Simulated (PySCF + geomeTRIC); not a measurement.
Species: [W(=O)(NH2)4] (charge 0, multiplicity 1).

Problem. Give a relaxed geometry from BP86-D3(BJ)/def2-SVP run with PySCF + geomeTRIC.

Solution. Several could match; the one computed here: the end point of this relaxation, one of several conformers.
Cartesian coordinates (Å) in one orientation:
```xyz
14

W     -0.084     0.071     0.112
O      0.347    -0.030     1.804
N     -0.605     0.195    -1.903
H     -1.057     0.991    -2.375
H     -0.399    -0.498    -2.635
N      1.644     0.906    -0.332
H      2.370     1.104     0.365
H      1.907     1.186    -1.279
N     -1.635     1.261     0.377
H     -2.333     1.470    -0.341
H     -1.810     1.772     1.248
N     -0.259    -1.875    -0.168
H     -0.681    -2.304    -0.995
H      0.097    -2.573     0.493
```
